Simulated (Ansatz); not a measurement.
Stepwise reaction of `CCB(O)CC` with water, as a gas-phase model of exchange steps in deposition or etching. ΔE in kJ/mol.

Gas-phase electronic energies from Ansatz, PBE0-D4/def2-TZVP geometries. CCSD(T)/CBS is the MP2 limit (def2-TZVPP, def2-QZVPP) plus CCSD(T) − MP2 in def2-TZVPP, frozen cores. This one scheme is used for every species. DFT in def2-TZVPP. B3LYP here is the variant with VWN-RPA as its local correlation; programs differ in this. Each species was taken in one conformer, which may not be the lowest.

| step | reaction | PBE-D4 | B3LYP-D4 | ωB97M-V | CCSD(T)/CBS |
| --- | --- | --- | --- | --- | --- |
| 1 | `CCB(O)CC` + H₂O → `CCB(O)O` + `CC` | -138.9 | -145.7 | -144.2 | -138.0 |

Question: Give the row of step 2, `CCB(O)O` + H₂O → `OB(O)O` + `CC`. (Best estimate.)

Answer: Computed: 
| step | reaction | PBE-D4 | B3LYP-D4 | ωB97M-V | CCSD(T)/CBS |
| --- | --- | --- | --- | --- | --- |
| 2 | `CCB(O)O` + H₂O → `OB(O)O` + `CC` | -118.4 | -128.4 | -124.7 | -120.3 |

Question: By hand: ΔE of the 2 steps together at CCSD(T)/CBS.

Answer: (-138.0) + (-120.3) = -258.3 kJ/mol, or -129.2 kJ/mol a step.

In ΔE each step is higher than the one before. All are downhill at CCSD(T)/CBS. PBE-D4 differs from CCSD(T)/CBS by -0.9 to 1.9 kJ/mol a step. Isolated molecules leave out the surface, adducts and barriers. Largest T1 diagnostic: 0.012.
